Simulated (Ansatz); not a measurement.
Reaction (isomerisation): `C[Si](C)([SiH3])Cl` → `C[SiH2][SiH](C)Cl`

Isolated molecules relaxed with PBE0-D4/def2-TZVP in Ansatz; ΔE leaves out vibrations. CBS: MP2 limit from def2 TZ/QZ plus the TZ coupled-cluster correction, frozen cores. DFT in def2-TZVPP. B3LYP here is the variant with VWN-RPA as its local correlation; programs differ in this. Each species was taken in one conformer, which may not be the lowest.

`C[Si](C)([SiH3])Cl`:

```xyz
14

C    -0.907   -1.463    0.728
Si    0.363   -0.190    0.232
C     1.008   -0.509   -1.489
Si   -0.448    1.995    0.470
Cl    1.966   -0.352    1.547
H    -1.246   -1.300    1.753
H    -0.483   -2.468    0.663
H    -1.776   -1.411    0.066
H     1.432   -1.514   -1.556
H     1.784    0.209   -1.758
H     0.197   -0.429   -2.219
H    -1.596    2.230   -0.451
H     0.619    2.980    0.150
H    -0.913    2.224    1.865
```

`C[SiH2][SiH](C)Cl`:

```xyz
14

C     1.469   -2.072   -0.123
Si   -0.143   -1.187    0.238
Si    0.096    1.128   -0.007
C    -1.506    2.075    0.099
Cl    0.931    1.443   -1.885
H     1.815   -1.829   -1.130
H     1.344   -3.154   -0.052
H     2.243   -1.769    0.585
H    -0.609   -1.478    1.626
H    -1.214   -1.639   -0.696
H     1.077    1.675    0.971
H    -1.948    1.953    1.091
H    -2.220    1.713   -0.644
H    -1.336    3.140   -0.074
```

| level | ΔE (kcal/mol) | difference from CCSD(T)/CBS |
| --- | --- | --- |
| PBE-D4 | 2.1 | 0.0 |
| B3LYP-D4 | 2.1 | 0.0 |
| B2PLYP | 1.8 | -0.3 |
| B3LYP | 1.5 | -0.6 |
| MP2/def2-TZVPP | 2.4 | 0.3 |
| CCSD/def2-TZVPP | 2.1 | 0.0 |
| HF/def2-QZVPP | 1.4 | -0.7 |
| MP2/def2-QZVPP | 2.3 | 0.2 |
| HF/CBS(def2) | 1.3 | -0.8 |
| CCSD/CBS(def2) | 2.0 | -0.1 |
| CCSD(T)/CBS | 2.1 | 0 |

Largest T1 diagnostic among the species: 0.010.

In def2-TZVPP, CCSD(T) changes the Hartree–Fock value by +0.9 kcal/mol (the triples alone add +0.1 kcal/mol) and MP2 by +1.0 kcal/mol.
